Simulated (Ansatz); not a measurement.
Frontier orbitals of CH5AlCl3N (`C[NH2+][Al-]([Cl])([Cl])[Cl]`).

```tsv
atom	x (Å)	y (Å)	z (Å)
C1	0.369	0.964	-0.999
N2	-0.525	0.454	0.061
Al3	0.029	-1.256	0.914
Cl4	0.047	-2.584	-0.730
Cl5	-1.546	-1.512	2.300
Cl6	1.913	-0.752	1.730
H7	-0.003	1.901	-1.415
H8	0.438	0.213	-1.785
H9	1.359	1.115	-0.574
H10	-0.617	1.143	0.804
H11	-1.463	0.314	-0.307
```

Charge 0, multiplicity 1. The geometry is a stationary point of PBE0-D4/def2-TZVP. It is one conformer, not always the lowest. Basis def2-TZVPP, Ansatz 0.2.0.

```csv
functional,HOMO (eV),LUMO (eV),gap (eV)
LDA (SPW92),-7.21,-1.24,5.97
PBE,-7.06,-1.05,6.01
BLYP,-6.87,-1.05,5.82
PBE0,-8.47,-0.22,8.25
BHLYP,-9.70,0.42,10.12
ωB97M-V,-10.72,1.23,11.95
HF,-11.74,2.45,14.19
```

Against PBE, PBE0 changes HOMO and LUMO by −1.41 and +0.83 eV, ωB97M-V by −3.66 and +2.28 eV. A gap of 6.01 eV thus becomes 11.94 eV for the same molecule, so an orbital gap means little without its functional. A positive LUMO is unbound and depends on the basis.
